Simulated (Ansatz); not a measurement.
`CCB(N)F`, relaxed with RKS PBE-D4/def2-SVP in Ansatz from a rough embedded geometry. The force threshold is 0.03 eV/Å; the program also tests the step.

Charge 0, multiplicity 1.

Start:

```xyz
12

C    -1.499    0.046    0.449
C    -0.066    0.001    0.735
B     0.728   -0.587   -0.491
N     1.859    0.258   -1.249
F     0.533   -1.946   -0.938
H    -1.939   -1.020    0.233
H    -1.751    0.659   -0.456
H    -2.072    0.409    1.293
H     0.128   -0.613    1.581
H     0.281    1.050    0.937
H     1.292    1.156   -1.567
H     2.505    0.588   -0.526
```

```
step  energy (eV)  largest force (eV/Å)  largest move (Å)
   1   -7059.1144                 3.210             0.000
   2   -7059.7130                 2.200             0.153
   3   -7059.8577                 1.098             0.195
   4   -7060.0055                 0.323             0.165
   5   -7060.0773                 1.949             0.195
   6   -7060.3188                 1.231             0.200
   7   -7060.5462                 0.828             0.200
   8   -7060.7139                 0.746             0.200
   9   -7060.8139                 0.380             0.199
  10   -7060.8592                 0.177             0.157
  11   -7060.8635                 0.132             0.059
  12   -7060.8641                 0.107             0.019
  13   -7060.8645                 0.096             0.010
  14   -7060.8645                 0.091             0.012
  15   -7060.8648                 0.024             0.003
```

End:

```xyz
12

C    -1.600    0.012    0.544
C    -0.078   -0.012    0.762
B     0.728   -0.402   -0.544
N     1.764    0.373   -1.098
F     0.409   -1.559   -1.184
H    -1.962   -0.957    0.146
H    -1.893    0.794   -0.187
H    -2.155    0.215    1.483
H     0.168   -0.772    1.539
H     0.272    0.960    1.173
H     2.274    0.091   -1.936
H     2.072    1.257   -0.697
```

It took 15 s on 4 threads of an Arm Neoverse V2 on a shared host, with 0.15 GiB of host memory at the peak.
